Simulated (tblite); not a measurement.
Species: C₆H₇O₂S (doublet state).
Numbering: `[CH2:1][C:2](=[O:3])/[CH:4]=[CH:5]/[O:6][C:7]([CH3:8])=[S:9]` (hydrogens: H10, H11 on C1; H12 on C4; H13 on C5; H14, H15, H16 on C8)

Computed geometry: GFN2-xTB, gas phase. This method treats the open shell by occupation alone, without spin polarisation.

Problem. What internal coordinates does the optimisation give?

Solution. 
| bond | length (pm) | order |
| --- | --- | --- |
| C1–C2 | 140.9 | single |
| C2=O3 | 124.0 | double |
| C2–C4 | 148.3 | single |
| C4=C5 | 133.5 | double |
| C5–O6 | 135.8 | single |
| O6–C7 | 132.5 | single |
| C7–C8 | 149.1 | single |
| C7=S9 | 163.8 | double |
| C1–H10 | 107.5 | single |
| C1–H11 | 107.4 | single |
| C4–H12 | 107.8 | single |
| C5–H13 | 108.2 | single |
| C8–H14, C8–H15, C8–H16 | 108.9 | single |

Bonds in one row agree within 1 pm and their mean is given. Orders are formal, as drawn. A selection of angles:
| angle | degrees |
| --- | --- |
| C2–C1–H10 | 119.4 |
| C2–C1–H11 | 121.8 |
| H10–C1–H11 | 118.7 |
| C1–C2–O3 | 123.3 |
| C1–C2–C4 | 116.0 |
| O3–C2–C4 | 120.7 |
| C2–C4–C5 | 119.5 |
| C2–C4–H12 | 119.2 |
| C5–C4–H12 | 121.4 |
| C4–C5–O6 | 121.2 |
| C4–C5–H13 | 119.8 |
| O6–C5–H13 | 119.0 |
| C5–O6–C7 | 123.7 |
| O6–C7–C8 | 121.6 |
| O6–C7–S9 | 116.7 |
| C8–C7–S9 | 121.7 |
| C7–C8–H14 | 110.7 |
| C7–C8–H15 | 109.0 |
| H14–C8–H15 | 109.0 |
| H14–C8–H16 | 108.3 |

Torsions: C1–C2–C4–C5 180° (antiperiplanar); C2–C4–C5–O6 180° (antiperiplanar); C4–C5–O6–C7 180° (antiperiplanar); C5–O6–C7–C8 0° (synperiplanar).

O6 (oxygen bonded to 2 C) is bent (angle 123.7°). The C–C distances run from 1.335 Å (C4=C5, drawn double) to 1.491 Å (C7–C8, drawn single), a spread of 0.156 Å. C2 (carbon bonded to 2 C and O) is planar (angles 123.3°, 120.7° and 116.0°, sum 360.0°, 0.00 Å off the plane of its three neighbours). C1 (carbon bonded to C and 2 H) is planar (angles 121.8°, 119.4° and 118.7°, sum 360.0°, 0.00 Å off the plane of its three neighbours). C7 (carbon bonded to C, O and S) is planar (angles 121.7°, 121.6° and 116.7°, sum 360.0°, 0.00 Å off the plane of its three neighbours). C5 (carbon bonded to C, O and H) is planar (angles 121.2°, 119.8° and 119.0°, sum 360.0°, 0.00 Å off the plane of its three neighbours). The 9 heavy atoms lie in one plane (0.003 Å rms).

Point group: Cs (every atom within 0.08 Å of its image). Its GFN2-xTB frequencies are all real (lowest 35 cm⁻¹). Torsions: H–C1–C2–O3 0° and 180°, C1–C2–C4–C5 180°, C4–C5–O6–C7 180°, C5–O6–C7–C8 0°. 3 starts were optimised and ended at 0.00, 2.66 and 4.85 kcal/mol (GFN2-xTB); the lowest of these is shown.

On one thread, Arm Neoverse V2 (aarch64), shared host with 48 logical CPUs at a one-minute load of 11, this took 0.67 s wall. That covers the optimisation of the geometry.

One conformer stands for the species.
